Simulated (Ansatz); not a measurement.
Geometry optimisation, Ansatz, RKS PBE0-D4/6-31G.

input.yaml

```yaml
crystal:
  periodic: [false, false, false]
  atoms:
    - { symbol: C, position_ang: [-0.6903, -2.301, -0.4772] }
    - { symbol: S, position_ang: [-1.6172, -0.7272, -0.8773] }
    - { symbol: Si, position_ang: [-0.3222, 0.8438, -0.2337] }
    - { symbol: C, position_ang: [1.3953, 0.6627, -1.1151] }
    - { symbol: O, position_ang: [-1.0862, 2.2316, -0.6657] }
    - { symbol: Si, position_ang: [0.1033, 0.7717, 2.071] }
    - { symbol: H, position_ang: [-1.3231, -3.1036, -0.8018] }
    - { symbol: H, position_ang: [-0.523, -2.3274, 0.5794] }
    - { symbol: H, position_ang: [0.2197, -2.2873, -0.978] }
    - { symbol: H, position_ang: [2.0041, 1.4778, -0.8527] }
    - { symbol: H, position_ang: [1.8166, -0.2805, -0.8215] }
    - { symbol: H, position_ang: [1.1933, 0.6566, -2.1794] }
    - { symbol: H, position_ang: [-1.7804, 2.1646, -1.3854] }
    - { symbol: H, position_ang: [0.697, -0.5442, 2.4283] }
    - { symbol: H, position_ang: [1.0449, 1.8158, 2.4894] }
    - { symbol: H, position_ang: [-1.1545, 0.9239, 2.864] }
basis:
  gaussian: { orbitals: "6-31G" }
hamiltonian:
  xc: pbe0
  dispersion: d4
relax:
  f_tol: 0.015
  max_steps: 40
```

Launched with:

```bash
$ ansatz run input.yaml --threads 1 --pin off --max-ram 2048MiB --backend cpu --events-out ev --progress --plain --runs-dir out
```

**Question.** Where does it end, and by what steps?

**Answer.** The forces met the threshold. Limits of this set-up: no polarisation functions. After 15 steps the energy has fallen by 0.500 eV; H8 moved furthest, 0.58 Å.

| step | energy less start (eV) | largest force component (eV/Å) | accepted |
| --- | --- | --- | --- |
| 0 | 0.0000 | 3.375 | yes |
| 1 | -0.3915 | 1.213 | yes |
| 2 | -0.4586 | 0.445 | yes |
| 3 | -0.4835 | 0.266 | yes |
| 4 | -0.4901 | 0.110 | yes |
| 5 | -0.4951 | 0.104 | yes |
| 6 | -0.4969 | 0.064 | yes |
| 7 | -0.4977 | 0.067 | yes |
| 8 | -0.4985 | 0.079 | yes |
| 9 | -0.4992 | 0.067 | yes |
| 10 | -0.4997 | 0.066 | yes |
| 11 | -0.5000 | 0.056 | yes |
| 12 | -0.5002 | 0.025 | yes |
| 13 | -0.5003 | 0.016 | yes |
| 14 | -0.5004 | 0.016 | yes |
| 15 | -0.5005 | 0.012 | yes |

```xyz
16
Properties=species:S:1:pos:R:3
C -0.594 -2.336 -0.698
S -1.769 -0.871 -0.591
Si -0.323 0.776 -0.090
C 1.274 0.492 -1.081
O -1.105 2.259 -0.519
Si 0.028 0.945 2.224
H -1.218 -3.205 -0.907
H -0.075 -2.487 0.251
H 0.123 -2.200 -1.509
H 1.931 1.360 -0.963
H 1.806 -0.393 -0.719
H 1.057 0.361 -2.146
H -1.502 2.398 -1.393
H 0.563 -0.374 2.717
H 1.042 2.009 2.540
H -1.262 1.244 2.927
```

Whether the end is a true minimum wasn't checked by a vibrational analysis.

Run time: 2.3 min on 1 thread of Arm Neoverse V1, on a shared host, peak memory 0.23 GiB.
